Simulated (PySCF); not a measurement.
**Correlation energy of Ar⁺ (argon, charge +1)**

[Ne] 3s2 3p5, 2P determinant. All numbers are calculated (PySCF 2.14, the non-relativistic Hamiltonian (point nucleus), in aug-cc-pwCVTZ (8s7p5d3f, 75 functions)). Frozen: 1s2; 15 electrons correlated.

```csv
level,correlation energy (mhartree)
CCSD,-473.72
(T),-8.12
CCSD(T),-481.84
```

Diagnostics: T1 = 0.0052, D1 = 0.0240, largest double amplitude 0.041.

Problem. Is a single reference adequate?

Solution. Yes: T1 lies below 0.03 and no double amplitude reaches 0.07.
